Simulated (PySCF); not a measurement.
# What a mistake does to a calculation on BGeH4N2

These are calculations, not measurements. They come from PySCF 2.14.0, an open-source quantum chemistry program, on an isolated molecule that a program drew, which may never have been made. The molecule is BGeH4N2 (charge 0, doublet), drawn as the SMILES string `B=[N][GeH][NH2]`.

Each row is a Hartree-Fock (HF) and frozen-core CCSD(T) single point in the cc-pVDZ basis, meant for a local HF minimum. Run 1 is clean. Each other run has one planted mistake out of seven kinds, and not every kind appears here: one electron removed, one electron added, multiplicity raised by two, geometry at a saddle point, minimal basis STO-3G, one bond length entered in bohr, all coordinates scaled. The reference is restricted for singlets and unrestricted otherwise, and also for a bond in bohr. Adding or removing an electron swaps singlet and doublet. Electrons count all cores. HOMO and LUMO are orbital energies over both spins, the gradient is its largest component, and the lowest frequency (negative if imaginary) is given only where the gradient is small. Bond lengths are over the 7 bonds as drawn. T1 is the CCSD diagnostic: over 0.02 (restricted) or 0.045 (unrestricted) a single reference is doubtful. Germanium has the cc-pVDZ-PP basis, with a core potential (ECP10MDF) in place of its 10 inner electrons, and its 3s, 3p and 3d shells are frozen in CCSD(T).

Geometry of the clean run:
```xyz
8
BGeH4N2, angstrom
B     1.7995   -1.2877    1.5934
N     1.3315   -0.3718    0.8990
Ge    0.8263    1.0770   -0.0787
N     0.0186    0.4053   -1.5921
H     2.2328   -2.1600    2.2468
H    -0.2206    1.8859    0.7177
H    -0.1753    1.0890   -2.3043
H     0.5225   -0.3567   -2.0140
```

| run | electrons | basis functions | <S^2> | HOMO (eV) | LUMO (eV) | gradient (hartree/bohr) | lowest frequency (cm^-1) | mean bond (Å) | longest bond (Å) | T1 | HF (hartree) | CCSD(T) (hartree) | mistake |
|---|---|---|---|---|---|---|---|---|---|---|---|---|---|
| 1 | 55 | 85 | 0.760 | -8.13 | 1.63 | 3.0e-05 | 117 | 1.3760 | 1.842 | 0.0186 | -429.29873 | -429.83982 | no fault |
| 2 | 55 | 85 | 3.771 | -2.70 | -0.69 | 9.9e-02 | - | 1.3760 | 1.842 | 0.0253 | -429.07469 | -429.59420 | multiplicity raised by two |
| 3 | 54 | 85 | 0.000 | -16.52 | -6.26 | 8.4e-02 | - | 1.3760 | 1.842 | 0.0242 | -429.03325 | -429.57713 | one electron removed |
| 4 | 55 | 85 | 0.830 | -8.70 | 1.19 | 2.6e-02 | - | 1.5723 | 2.918 | 0.0258 | -429.24120 | -429.77773 | one bond length entered in bohr |
| 5 | 55 | 85 | 0.763 | -8.32 | 1.39 | 3.1e-02 | - | 1.4173 | 1.898 | 0.0201 | -429.29118 | -429.84077 | ? |
| 6 | 56 | 85 | 0.000 | -0.19 | 8.73 | 7.7e-02 | - | 1.3760 | 1.842 | 0.0165 | -429.27004 | -429.84222 | ? |

**Which mistake was planted in run 5, and what did it cost?**

The mean and the longest bond both change by the same factor, 1.030, and the gradient is no longer small. So the mistake is: all coordinates scaled. Subtracting run 1 and multiplying by 627.51 kcal/mol a hartree, the energy moved by 4.7 kcal/mol in HF and -0.6 kcal/mol in CCSD(T).

**Which mistake was planted in run 6, and what did it cost?**

It counts 56 electrons, one more than the clean run, at the same geometry and basis. So the mistake is: one electron added. Subtracting run 1 and multiplying by 627.51 kcal/mol a hartree, the energy moved by 18.0 kcal/mol in HF and -1.5 kcal/mol in CCSD(T).

Cautions from the logs. Run 3: T1 is over the limit, so its CCSD(T) energy is less reliable.
